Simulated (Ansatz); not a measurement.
2-hydroxy-1,3,2-dioxaborolane (C2H5BO3), SMILES OB1OCCO1. Atoms are numbered in the order given.

```xyz
11

O     -0.1213     2.1223     0.0000
B     -0.0500     0.7737     0.0000
O     -1.1628    -0.0191     0.0000
C     -0.7392    -1.3658     0.0000
C      0.8080    -1.3101     0.0000
O      1.1279     0.0670     0.0000
H      0.7537     2.5214     0.0000
H     -1.1374    -1.8807    -0.8898
H     -1.1374    -1.8807     0.8898
H      1.2442    -1.7924     0.8901
H      1.2442    -1.7924    -0.8901
```

The structure is a stationary point at PBE0-D3(BJ)/def2-SVP. Other conformers were not sampled.

Two levels are set side by side: PBE-D3(BJ)/def2-SVP (Ansatz, a program for electronic structure) and PBE0-D3(BJ)/def2-SVP (Ansatz). Each level has its own optimised geometry; the coordinates shown are those of the second. Differences are taken from unrounded values.

| quantity | PBE0-D3(BJ) |
|---|---|
| mean bond length (Å) | 1.258 |
| bond O1–B2 (Å) | 1.350 |
| bond B2–O3 (Å) | 1.366 |
| bond B2–O6 (Å) | 1.374 |
| bond O3–C4 (Å) | 1.412 |
| bond C4–C5 (Å) | 1.548 |
| bond C5–O6 (Å) | 1.414 |
| bond O1–H7 (Å) | 0.962 |
| bond C4–H8 (Å) | 1.102 |
| bond C4–H9 (Å) | 1.102 |
| bond C5–H10 (Å) | 1.102 |
| bond C5–H11 (Å) | 1.102 |

Problem. What does PBE-D3(BJ) give, and how far is it from PBE0-D3(BJ)? (An estimate is asked for; the answer gives what the named calculation found.)

Solution. 
```json
[
 {"quantity": "mean bond length (Å)", "PBE-D3(BJ)": "1.269", "PBE-D3(BJ) minus PBE0-D3(BJ)": "0.011"},
 {"quantity": "bond O1–B2 (Å)", "PBE-D3(BJ)": "1.363", "PBE-D3(BJ) minus PBE0-D3(BJ)": "0.012"},
 {"quantity": "bond B2–O3 (Å)", "PBE-D3(BJ)": "1.379", "PBE-D3(BJ) minus PBE0-D3(BJ)": "0.012"},
 {"quantity": "bond B2–O6 (Å)", "PBE-D3(BJ)": "1.386", "PBE-D3(BJ) minus PBE0-D3(BJ)": "0.012"},
 {"quantity": "bond O3–C4 (Å)", "PBE-D3(BJ)": "1.427", "PBE-D3(BJ) minus PBE0-D3(BJ)": "0.015"},
 {"quantity": "bond C4–C5 (Å)", "PBE-D3(BJ)": "1.559", "PBE-D3(BJ) minus PBE0-D3(BJ)": "0.011"},
 {"quantity": "bond C5–O6 (Å)", "PBE-D3(BJ)": "1.429", "PBE-D3(BJ) minus PBE0-D3(BJ)": "0.015"},
 {"quantity": "bond O1–H7 (Å)", "PBE-D3(BJ)": "0.973", "PBE-D3(BJ) minus PBE0-D3(BJ)": "0.011"},
 {"quantity": "bond C4–H8 (Å)", "PBE-D3(BJ)": "1.112", "PBE-D3(BJ) minus PBE0-D3(BJ)": "0.009"},
 {"quantity": "bond C4–H9 (Å)", "PBE-D3(BJ)": "1.112", "PBE-D3(BJ) minus PBE0-D3(BJ)": "0.009"},
 {"quantity": "bond C5–H10 (Å)", "PBE-D3(BJ)": "1.111", "PBE-D3(BJ) minus PBE0-D3(BJ)": "0.009"},
 {"quantity": "bond C5–H11 (Å)", "PBE-D3(BJ)": "1.111", "PBE-D3(BJ) minus PBE0-D3(BJ)": "0.009"}
]
```

Exact exchange shortens and stiffens bonds; PBE has none. Differences between two approximate levels are no errors against the true value.
